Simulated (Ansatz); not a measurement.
Basis-set extrapolation for Cl2HOSi (`[O][SiH](Cl)Cl`) radical (PBE0-D4/def2-TZVP geometry, frozen core, Ansatz). Multiplicity 2, UHF reference.

```
                       def2-TZVPP    def2-QZVPP
                 HF  -1283.548730  -1283.586971
    MP2 correlation     -0.672745     -0.739490
CCSD(T) correlation     -0.751828       not run
```

Energies in hartree. Use E(X) = E(∞) + A·exp(−7.88·√X) for Hartree–Fock and E(X) = E(∞) + B·X^(−2.97) for correlation, with X = 3 and 4, and add CCSD(T) minus MP2 of the smaller set to the MP2 limit.

What is the CCSD(T) energy at the basis-set limit?

HF limit: -1283.586971 + (-0.038241) × 0.13774 = -1283.59224. MP2 limit: -0.739490 + (-0.066745) × 0.74074 = -0.78893. Higher-order term: -0.751828 − (-0.672745) = -0.07908. Total: -1284.46025 hartree, 419.3 kJ/mol below CCSD(T)/def2-TZVPP.
